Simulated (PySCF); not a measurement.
**Excited states of Te⁴⁺ (tellurium, charge +4)**

Ground state [Kr] 4d10 5s2, ¹S. Calculation: PySCF 2.14, in aug-cc-pVTZ-DK3 with one added diffuse shell each of s, p, d, f type (9s8p6d3f, 84 functions); scalar relativity by spin-free X2C-1e. Vertical excitation energies in eV without spin-orbit coupling; excited terms of each kind are numbered among those the solver found. Frozen: [Kr].

```csv
term,leading excitation,EOM-EE-CCSD
1 3P°,5s → p,9.728
1 1P°,5s → p,14.035
1 3D,5s → d,26.351
1 1D,5s → d,28.832
1 3S,5s → s,29.261
1 1S,5s → s,29.954
2 3P°,5s → p,33.600
2 1P°,5s → p,33.902
1 3F°,5s → f,34.872
1 1F°,5s → f,35.007
2 3D,5s → d,39.658
2 1D,5s → d,39.877
```

Doubly excited terms such as np² are absent. The solver can miss terms.
